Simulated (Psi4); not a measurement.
A dimer, CH4 ··· C2H2 (SMILES C and C#C), singlet; the first 5 atoms form monomer A.

```
9

C      0.0000     0.0000     0.0000
H     -0.6450    -0.7988    -0.3634
H     -0.4194     0.9637    -0.2858
H      0.0722    -0.0570     1.0853
H      0.9922    -0.1078    -0.4360
C      3.8816    -0.0272    -1.4514
C      3.5945     0.8279    -0.6648
H      4.1363    -0.7865    -2.1499
H      3.3398     1.5872     0.0336
```

### Question
What interaction energy does Psi4 with SAPT0/jun-cc-pVDZ, frozen core give, and which attractive term is the largest?

### Answer
Total -0.02 kJ/mol: electrostatics -3.40, exchange 7.87, induction -0.94, dispersion -3.55. The most attractive term is dispersion.
